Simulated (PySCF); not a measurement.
CH6FNO2Si.

```xyz
12

C      2.3360     0.0671    -0.4903
N      1.0717    -0.6291    -0.4950
Si    -0.4016    -0.0207     0.0793
O     -0.5378     1.5880    -0.2535
O     -1.5695    -0.9922    -0.5577
F     -0.5988    -0.0502     1.6876
H      3.0242    -0.2816     0.3009
H      2.1610     1.1396    -0.3190
H      2.8604    -0.0269    -1.4570
H      1.1222    -1.6194    -0.7033
H     -0.4370     1.8219    -1.1805
H     -2.3795    -1.0572    -0.0435
```
Charge 0, spin multiplicity 1.

Geometry: PBE0-D3(BJ)/def2-SVP. The structure was generated by enumeration, and PubChem lists no compound with its InChIKey, so it may never have been made. Other conformers were not sampled.

Calculation: PBE/pcSseg-1 (PySCF). Non-relativistic, no solvent.

Computed absolute GIAO shielding of each atom: isotropic value and principal components (ppm):
```
atom  σ(iso)    σ11    σ22    σ33   span
----  ------  -----  -----  -----  -----
C1     149.9  123.8  143.1  182.7   58.9
N2     232.3  200.2  225.2  271.5   71.3
Si3    393.7  373.5  381.8  425.8   52.3
O4     284.0  256.9  278.1  317.0   60.1
O5     279.4  253.4  264.6  320.4   67.0
F6     315.6  272.2  282.7  392.0  119.8
H7      28.4   23.0   26.3   36.0   13.0
H8      28.6   24.1   28.1   33.5    9.5
H9      28.6   23.5   26.4   36.0   12.5
H10     30.7   21.6   30.1   40.5   18.9
H11     30.2   22.8   25.0   42.8   20.1
H12     29.8   21.9   24.2   43.1   21.2
```
